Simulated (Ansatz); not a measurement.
An input meant for GaH₃F²⁻, that is [GaFH3]- with one electron more (charge -2, doublet; scaled by 1.05).

```yaml
crystal:
  periodic: [false, false, false]
  atoms:
    - {symbol: Ga, position_ang: [0.311595, 0.030108, 1.885737]}
    - {symbol: F, position_ang: [0.011595, -0.019892, 1.835737]}
    - {symbol: H, position_ang: [1.621550, 0.011180, -0.586736]}
    - {symbol: H, position_ang: [-0.820602, 1.410971, -0.556052]}
    - {symbol: H, position_ang: [-0.811965, -1.403465, -0.586564]}
basis:
  gaussian: {orbitals: cc-pVDZ}
total_charge: -2
magnetization: {spin_polarized: true, initial_magnetization: 1}
hamiltonian: {xc: {name: B3LYP5}}
accuracy: high
output: {forces: true}
```

```sh
$ ansatz run in.yaml --threads 4 --pin off --events-out ev --progress --plain --max-ram 3916MiB
```

Shortened log:

```
Functional definition: B3LYP5
1151 factors; integrals over basis functions are off by at most 4.7e-9 eV
mean field evaluation 1: about -52456.8791 eV, gradient 2.1e2 eV
mean field evaluation 2: about -52233.7017 eV, gradient 2.8e2 eV
mean field evaluation 4: about -52655.3964 eV, gradient 2.9e1 eV
mean field evaluation 8: about -52676.1345 eV, gradient 1.5e0 eV
mean field evaluation 16: about -52676.5439 eV, gradient 1.9e-2 eV
mean field evaluation 32: about -52676.5439 eV, gradient 2.8e-7 eV
mean field evaluation 64: about -52676.3876 eV, gradient 1.7e-1 eV
mean field -52676.54387855 eV, -1935.8272820929 hartree, gradient 3.7e-8 eV, S^2 0.788281; 6 other end points of the search recorded, 0 dependent functions left out
reference -52676.54391387 eV, -1935.8272833910 hartree; 23, 22 occupied and 33, 34 virtual orbitals, 1151 factors
Total energy: -52676.54391387 eV, -1935.8272833910 hartree
Atom 0 at     0.311595     0.030108     1.885737 Å, force 18951.270586  3158.879342  3155.229647 eV/Å
Atom 1 at     0.011595    -0.019892     1.835737 Å, force -18951.631446 -3158.924771 -3155.949772 eV/Å
Atom 2 at     1.621550     0.011180    -0.586736 Å, force     0.439630    -0.049877     0.293220 eV/Å
Atom 3 at    -0.820602     1.410971    -0.556052 Å, force    -0.067640     1.065786     0.243925 eV/Å
Atom 4 at    -0.811965    -1.403465    -0.586564 Å, force    -0.011130    -0.970479     0.182979 eV/Å
Dipole moment:     0.503723    -0.076994     3.665023 e Å
```

Q: What is wrong with this run?

A: One atom was put on top of another. Self-consistency was reached. The result belongs to that input, not to the species as meant. The highest occupied level of an anion often lies above zero with these methods, and sets without diffuse functions describe the outer electron poorly.
